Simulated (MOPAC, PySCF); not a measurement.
C₈H₇FSSi, SMILES `Fc1cc2ccsc2cc1[SiH3]`, neutral singlet in the gas phase. 

Z-matrix (Å, degrees):
```
C
H 1 1.1007
C 1 1.4051 2 120.39
C 1 1.4062 2 120.07 3 -180.00
C 4 1.4166 1 117.80 2 180.00
F 5 1.3543 4 117.33 1 -180.00
C 5 1.3898 6 118.70 4 -180.00
H 7 1.0991 5 120.02 6 0.00
C 7 1.4152 8 121.77 5 180.00
C 9 1.4393 7 129.53 8 0.00
C 10 1.3741 9 112.55 7 -180.00
H 11 1.0974 10 127.55 9 180.00
H 10 1.0983 11 123.53 12 0.00
S 11 1.7432 12 119.03 10 -180.00
Si 4 1.8870 1 122.27 2 0.00
H 15 1.5035 4 111.37 1 -119.43
H 15 1.5035 16 108.39 4 122.86
H 15 1.5043 16 109.15 17 118.78
```
Charge 0, multiplicity 1.

All levels are single points at this geometry (PBE-D3(BJ)/def2-SVP); Pople sets use spherical d functions. Orbital energies aren't observables, and empty levels follow the basis.

```json
[
 {"level": "PBE-D3(BJ)/def2-TZVP in PySCF", "HOMO (eV)": "-5.66", "LUMO (eV)": "-2.20", "gap (eV)": "3.46", "dipole (D)": "2.09", "vertical IE, Delta-SCF (eV)": "8.03"},
 {"level": "B3LYP/3-21G in PySCF", "HOMO (eV)": "-6.28", "LUMO (eV)": "-1.22", "gap (eV)": "5.05", "dipole (D)": "1.95", "vertical IE, Delta-SCF (eV)": "–"},
 {"level": "B3LYP/6-31G* in PySCF", "HOMO (eV)": "-6.15", "LUMO (eV)": "-1.22", "gap (eV)": "4.93", "dipole (D)": "2.06", "vertical IE, Delta-SCF (eV)": "7.99"},
 {"level": "B3LYP/LANL2DZ in PySCF", "HOMO (eV)": "-6.43", "LUMO (eV)": "-1.44", "gap (eV)": "4.99", "dipole (D)": "2.07", "vertical IE, Delta-SCF (eV)": "–"},
 {"level": "PM3 in MOPAC", "HOMO (eV)": "-8.81", "LUMO (eV)": "-0.75", "gap (eV)": "8.07", "dipole (D)": "0.69", "vertical IE, Delta-SCF (eV)": "–"},
 {"level": "PM6 in MOPAC", "HOMO (eV)": "-8.81", "LUMO (eV)": "-0.94", "gap (eV)": "7.88", "dipole (D)": "1.62", "vertical IE, Delta-SCF (eV)": "–"}
]
```
